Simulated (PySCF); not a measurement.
Protons, H atoms and electrons added to or taken from N=C=O. Gas-phase values, no solvent. One relaxed conformer stands for each flexible species; it need not be the lowest. Strings in code marks are SMILES.

The numbers are results of M06-2X/def2-TZVP (PySCF), not measurements. Excitations are Tamm–Dancoff values on a coarser integration grid. The basis has no diffuse functions, so Rydberg states are missing or too high.

```
species                                                     T1 excitation (TDA) (eV)  hole reorganisation energy (four-point) (eV)  S1 oscillator strength  S1 excitation (TDA) (eV)
----------------------------------------------------------  ------------------------  --------------------------------------------  ----------------------  ------------------------
neutral parent (`N=C=O`)                                                           …                                         0.378                   0.001                      6.49
proton added at N1 (`[NH2+]=C=O`)                                               6.00                                         0.583                   0.000                         …
proton added at O3 (`N=C=[OH+]` (not the most basic site))                         …                                         0.759                   0.000                      7.62
H atom removed from N1 (`C(=O)=[N]`)                                               –                                             –                       –                         –
```

Task: Complete the blanks.

Result: 
- neutral parent (`N=C=O`), T1 excitation (TDA) (eV): 6.21
- proton added at N1 (`[NH2+]=C=O`), S1 excitation (TDA) (eV): 6.24
- proton added at O3 (`N=C=[OH+]` (not the most basic site)), T1 excitation (TDA) (eV): 7.35
